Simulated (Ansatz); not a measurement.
The same path of CH6NOSi (10 atoms, charge 1, multiplicity 1) was run twice with different band settings. The coordinate that changes most is the dihedral H6–C2–Si3–O4.

Computed with RKS PBE0-D4/6-31G* in Ansatz.

Relaxed end points:

```xyz
10
Properties=species:S:1:pos:R:3
N -0.516 1.793 1.384
C 0.272 1.242 0.549
Si -0.248 -0.002 -0.757
O 0.621 -1.556 -0.185
H -1.495 1.504 1.286
H 1.328 1.530 0.598
H 0.347 0.042 -2.105
H -1.676 -0.369 -0.692
H 0.845 -2.281 -0.800
H 0.524 -1.903 0.722
```

```xyz
10
Properties=species:S:1:pos:R:3
N 0.642 2.070 0.620
C -0.160 1.104 0.828
Si -0.703 -0.150 -0.464
O 0.585 -1.492 -0.224
H 0.978 2.135 -0.347
H -0.566 1.010 1.842
H -0.386 0.196 -1.861
H -1.962 -0.888 -0.246
H 0.637 -2.274 -0.807
H 0.937 -1.711 0.659
```

Common settings: movable images 5; climbing image yes; spring 5.0 eV/Å²; optimiser quadratic models (default); start path IDPP; iteration limit 60; end points relaxed.

| run | force threshold |
| --- | --- |
| 1 | 0.03 eV/Å |
| 2 | 0.5 eV/Å |

(1) What does each run give, and how far can it be trusted?

## Answers

(1) Run 1: converged after 30 iterations, highest image 0.078 eV above the first end. A vibrational analysis at the climbing image gives one clearly imaginary mode, 97i cm⁻¹: a first-order saddle point.
Run 2: converged after 4 iterations, highest image 0.101 eV above the first end. The threshold of 0.5 eV/Å is loose, so the images may lie well off the minimum-energy path. The order of the stationary point at the top wasn't checked.
Limits of this set-up: the dipole of an ion depends on the origin.
